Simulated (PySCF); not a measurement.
B²⁺ (boron, charge +2): UHF calculation

Configuration: [He] 3d1, 2D determinant (an excited configuration). All numbers are calculated (PySCF 2.14, the non-relativistic Hamiltonian (point nucleus), in aug-cc-pV5Z (7s6p5d4f3g2h, 127 functions)).

| Item | Value |
| --- | --- |
| Total energy | -22.486041 hartree |
| One-electron energy | -26.0568 hartree |
| Hartree (Coulomb) energy | 6.6116 hartree |
| Exchange energy | -3.0409 hartree |
| Kinetic energy | 22.48884 hartree |
| ⟨S²⟩ | 0.7500 |
| ⟨L²⟩ | 6.000 |
| Sum of ⟨r⟩ | 4.147 bohr |
| Sum of ⟨r²⟩ | 14.36 bohr² |
| Traceless quadrupole moment −½Σ⟨3z² − r²⟩ along its main axis | 4.02 e·bohr² |
| Density at the nucleus (Gaussians lack the cusp) | 68.8 bohr⁻³ |
| Spin density at the nucleus | -0.00187 bohr⁻³ |
| Langevin diamagnetic susceptibility | -11.4 ×10⁻⁶ cm³/mol |

```csv
shell,electrons,mean orbital energy (eV),"rms radius, mean of both spins (bohr)"
1s α,1,-250.56,0.377
1s β,1,-250.55,0.377
3d α,1,-13.601,3.75
```

The outer electron is Rydberg-like, and this basis confines it to a smaller radius and binds it less than a complete one would.

Spin-orbit constants ζ (cm⁻¹) from the X2C one-electron operator on these orbitals (non-relativistic here): bare nucleus, nucleus screened by l(l+1)(2l+1)/3 electrons, and screened by the Breit-Pauli mean field of the electrons.

```csv
shell,bare,screened nucleus,mean field
3d,1.965,1.179,1.113
```

To first order the Landé constant is A = 1.113 cm⁻¹, so the lowest level has J = 3/2 and lies 0.000207 eV below the centre of the term.
